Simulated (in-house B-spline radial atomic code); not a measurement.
Settings and results of a run for Tm3+ (an excited or competing configuration). Level of theory: scalar-relativistic (X2C) CAM-B3LYP, spin-polarised, spherical fractional occupations, exact exchange averaged over the configuration, Fermi nucleus of rms radius 5.2256 fm; calculated with a radial B-spline atomic code at the basis-set limit.

Command:
```bash
python run_scf.py task.json out
```
Settings (nuclear radius in fm, mass in u):
```
Z                69
configuration    [Kr] 4d10 4f12 5s2 5p5 6d1
hamiltonian      x2c
method           camb3lyp
spin_polarised   True
nucleus          fermi
rms_radius       5.2256
atomic_mass      168.93422
speed_of_light   137.035999084
exact_exchange   averaged over the configuration
```

Output (hartree, bohr):
```
 radial grid: 77 intervals, B-splines of order 8, outer radius 51.8919 bohr

 iter        energy (Eh)    residual
    1      -13559.940442    4.94e-01
    2      -13557.743723    6.09e-01
    3      -13564.519289    1.55e-01
    4      -13564.796957    3.56e-02
    5      -13564.708503    7.58e-02
    6      -13564.842030    3.07e-03
    7      -13564.842337    8.61e-04
    8      -13564.842353    1.21e-04
    9      -13564.842353    8.69e-06
   10      -13564.842353    2.42e-07

 total energy                    -13564.84235
 kinetic                           15027.9615
 electron-nucleus                 -33538.1024
 Hartree                            5233.9188
 exact exchange                      -58.8682
 exchange-correlation               -229.7520

 orbital      occ     eigenvalue          <r>       <r^2>       <1/r>       r_max
 1s up      1.000     -2178.1831      0.01925  0.00051607     85.7597     0.01171
 1s down    1.000     -2178.1793      0.01925 0.000516069     85.7598     0.01171
 2s up      1.000      -369.7884    0.0841302  0.00842715     19.9132     0.07173
 2s down    1.000      -369.7850    0.0841293  0.00842694     19.9133     0.07173
 2p up      3.000      -327.4962    0.0749168  0.00687047     17.1571     0.05802
 2p down    3.000      -327.4916    0.0749164  0.00687034     17.1571     0.05802
 3s up      1.000       -84.8341     0.220457   0.0556911     7.16735      0.2034
 3s down    1.000       -84.7927     0.220398   0.0556596     7.16965      0.2033
 3p up      3.000       -71.9179     0.219628   0.0560224     6.42225         0.2
 3p down    3.000       -71.8743     0.219554   0.0559832     6.42446      0.1999
 3d up      5.000       -55.5594     0.199871   0.0468902     6.01302      0.1632
 3d down    5.000       -55.5219     0.199767   0.0468359     6.01545      0.1632
 4s up      1.000       -18.2853     0.497752    0.279945     2.96315      0.4648
 4s down    1.000       -18.1949     0.497798    0.279979      2.9621      0.4648
 4p up      3.000       -14.0023     0.527381    0.316693     2.64846      0.4853
 4p down    3.000       -13.9095     0.527566    0.316907     2.64677      0.4854
 4d up      5.000        -8.2014     0.570943    0.378544     2.32411      0.5015
 4d down    5.000        -8.1007     0.570927    0.378445     2.32324      0.5015
 4f up      7.000        -1.8623     0.731247      0.6849     1.76887      0.4931
 4f down    5.000        -1.7814     0.735767    0.696622     1.76338      0.4936
 5s up      1.000        -3.6096      1.19911     1.61331     1.12058       1.081
 5s down    1.000        -3.5135      1.20286      1.6248     1.11734       1.082
 5p up      3.000        -2.5277      1.37828     2.14208     0.94809       1.219
 5p down    2.000        -2.4601      1.39056     2.18439    0.940146       1.223
 6d up      1.000        -0.5580      4.57712     23.4123      0.2837       4.372
```

Time taken, with all properties: 3.2 s on 1 thread of Arm Neoverse V1 (shared host).

One-electron X2C: radii and densities carry no picture-change correction, so inner-shell <1/r> comes out high (for 1s by about 2 % at Z = 33, 5 % at 54, 10 % at 75, 30 % at 118) and <r> low.
